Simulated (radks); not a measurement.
Results of a calculation; reference values are marked as such.
Question: Coherent X-ray form factor from a spherical all-electron density. Level of theory: scalar-relativistic Kohn-Sham, PBE, spin-polarised, spherical densities, finite nucleus; Fermi nuclear charge, rms radius of each element as measured or else 0.836 A^(1/3) + 0.57 fm (a radial shooting solver on a logarithmic mesh with Libxc functionals).

| sin(theta)/lambda (1/angstrom) | f0 (electrons) |
|---|---|
| 0.05 | 31.469 |
| 0.1 | 30.067 |
| 0.15 | 28.212 |
| 0.2 | 26.271 |
| 0.25 | 24.428 |
| 0.3 | 22.730 |
| 0.4 | 19.674 |
| 0.5 | 16.937 |
| 0.6 | 14.508 |
| 0.8 | 10.754 |
| 1 | 8.418 |
| 1.25 | 6.820 |
| 1.5 | 5.914 |
| 2 | 4.609 |

The species is in the configuration that NIST lists as its ground one. Which atom or ion scatters so?

Answer: The arsenic ion As+, [Ar] 3d10 4s2 4p2. Extrapolating in s^2 from the first two rows gives f0(0) = 31.9, near the electron count 32; among species with that count, the fall with angle is slower the higher Z, and the table is that of Z = 33; from so few rows the species is fixed only to a neighbour or two.
